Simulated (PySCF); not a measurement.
# Computed records: BFH5Si2

Calculation on a computer-drawn molecule: optimised geometry and harmonic frequencies of an isolated molecule of the commonest isotopes, restricted reference for singlets and unrestricted otherwise, frozen core in MP2. Program: PySCF 2.14.0.

## BFH5Si2

Start structure:
```xyz
9
BFH5Si2
B     -0.0800    -1.9235     0.0723
Si     0.9606    -0.3546     0.1018
Si     1.1864     1.3055     1.7657
F      1.0764     0.3968     3.1091
H      0.2432    -2.9454     0.4365
H     -1.1558    -1.9775    -0.4105
H      1.9208    -0.0612    -1.0581
H      0.0478     2.1873     1.8369
H      2.4696     2.0527     1.8805
```

- charge: 1
- multiplicity: 1
- method: HF
- basis: cc-pV(D+d)Z
- rotational constants: 7.601, 2.331, 1.853 GHz
- total energy: -704.6425 hartree
- convergence status largest gradient component: 7.966e-06 hartree/bohr

Drawn bonds:
```
atom  other atom  order
   1           2      1
   2           3      1
   3           4      1
   1           5      1
   1           6      1
   2           7      1
   3           8      1
   3           9      1
```

Optimised structure:
```xyz
9
BFH5Si2
B      0.0253    -2.0215     0.1099
Si     0.9307    -0.2085     0.0193
Si     1.1792     1.3058     1.8847
F      0.4708     0.4798     3.0580
H      0.6880    -2.9735     0.3797
H     -1.1455    -2.0816    -0.0995
H      1.4694     0.1941    -1.2932
H      0.4369     2.5221     1.5531
H      2.6142     1.4634     2.1223
```

Modes:
```
frequency (cm⁻¹)  reduced mass (dalton)
           55.41                  2.649
           81.86                  4.766
           220.7                   1.07
           236.1                  7.859
           383.9                  6.617
           386.8                  1.041
           475.3                  1.153
           605.7                  2.625
             700                  1.376
             733                   1.43
           756.3                  1.111
           895.7                  1.269
           914.3                  3.281
           968.5                  1.493
            1001                  1.139
            1205                  1.118
            2368                  1.042
            2403                  1.027
            2426                  1.057
            2731                  1.046
            2850                   1.13
```
